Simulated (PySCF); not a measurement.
Ionisation energy of Nb⁺ by level of theory

Nb⁺ [Kr] 4d4 (5D) → Nb²⁺ [Kr] 4d3 (4F), as a difference of total energies. All numbers are calculated (PySCF 2.14, the spin-free X2C one-electron Hamiltonian (Gaussian nucleus), in aug-cc-pVTZ-DK (9s8p6d3f2g, 102 functions)). Correlated levels: valence: [Kr] frozen. The calculations carry no spin-orbit coupling.

```csv
method,ionisation energy (eV),plus first-order spin-orbit estimate,difference from reference of that sum (eV)
UHF,13.055,13.003,-1.317
MP2 (valence),13.601,13.548,-0.772
SCS-MP2 (valence),13.237,13.185,-1.135
CCSD (valence),13.677,13.625,-0.695
CCSD(T) (valence),13.692,13.640,-0.680
```

Reference: 14.32 eV (semi-empirical (NIST evaluation); NIST Atomic Spectra Database, ionization energies).

A first-order spin-orbit estimate (lowest level to lowest level, LS coupling) adds -0.052 eV.

Errors of the correlated levels include the incompleteness of this basis and the frozen core.
